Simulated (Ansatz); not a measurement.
System: InCl3, net charge 0, singlet state. 
Coordinates optimised at B3LYP-D3(BJ)/def2-TZVP (Ansatz, a first-principles code):
```xyz
4

Cl    -0.6563     2.2193     0.0261
In     0.0000     0.0000     0.0000
Cl    -1.5936    -1.6784     0.0227
Cl     2.2498    -0.5410    -0.0488
```
Charge 0, spin multiplicity 1.

Basis-set convergence of Hartree-Fock and CCSD(T) correlation energies (hartree) with Ansatz. Correlated levels leave the core frozen unless marked. Spin-orbit coupling is left out. The frozen core is the preceding noble-gas configuration, with the filled d and f shells of earlier blocks. In def2 rows, elements after Kr have scalar-relativistic effective core potentials.

```json
[
 {"basis": "def2-SVPD", "functions": "113", "E(HF)": "-1567.45824", "E(corr, CCSD(T))": "-0.53221"},
 {"basis": "def2-TZVPPD", "functions": "209", "E(HF)": "-1567.92034", "E(corr, CCSD(T))": "-0.70242"},
 {"basis": "def2-QZVPPD", "functions": "325", "E(HF)": "-1567.95909", "E(corr, CCSD(T))": "-0.76432"}
]
```

Extrapolating the two largest sets (X = 3 and 4) as X^-3: E(corr) = (64·(-0.76432) - 27·(-0.70242))/37 = -0.8095 Eh, an estimate of the basis-set limit. The largest set recovers 94.4 % of it, the smallest 65.7 %.
